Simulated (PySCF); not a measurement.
# Shapes and spin states of RhH₄⁻

Method: PBE0 in PySCF with Rh def2-TZVPD with ECP28, H def2-TZVPD; scalar-relativistic core potentials, no spin–orbit coupling; density-fitted integrals.

Relaxations began from a few typed shapes and spin states; open shells are unrestricted. The search is not exhaustive: other isomers or separated fragments can lie lower, and high-lying points may rest on an excited occupation.

(1) Which is the lowest minimum found?
A. triplet D2h: Rh–H 1.690 Å (×4); H–Rh–H 83.4° (×2), H–Rh–H 96.6° (×2), H–Rh–H 180.0° (×2)
B. triplet C2v: Rh–H 1.602 Å (×2), Rh–H 1.667 Å (×2); H–Rh–H 67.6°, H–Rh–H 73.2° (×2), H–Rh–H 140.8° (×2), H–Rh–H 146.0°
C. triplet C4v: Rh–H 1.604 Å (×4); H–Rh–H 80.5° (×4), H–Rh–H 132.1° (×2)
D. singlet C2v: Rh–H 1.509 Å (×2), Rh–H 1.682 Å (×2); H–Rh–H 84.5°, H–Rh–H 89.3° (×4), H–Rh–H 178.2°
E. triplet C2v: Rh–H 1.662 Å (×4); H–Rh–H 78.8° (×2), H–Rh–H 97.7° (×2), H–Rh–H 160.0° (×2)
F. singlet D2d: Rh–H 1.593 Å (×4); H–Rh–H 60.1° (×2), H–Rh–H 138.5° (×4)
G. quintet D2d: Rh–H 1.693 Å (×4); H–Rh–H 108.3° (×4), H–Rh–H 111.8° (×2)
H. triplet D2d: Rh–H 1.625 Å (×4); H–Rh–H 97.4° (×4), H–Rh–H 138.0° (×2)

## Answers

(1) D. The others lie at 41.9 (singlet D2d, a saddle point), 70.8 (triplet C2v), 72.7 (triplet C4v), 86.7 (triplet D2d), 137.6 (triplet C2v, a saddle point), 149.3 (triplet D2h, a saddle point), 255.9 (quintet D2d) kJ/mol above it.

Formally Rh is in oxidation state +3, d6, with 0 unpaired electrons (the high-spin count would be 4). The polar-tensor charge on Rh, 0.14, is far below the formal one.

For the lowest minimum: stability towards spin polarisation was not tested. The lowest empty level of this anion is unbound, so it and the gap depend on the basis.
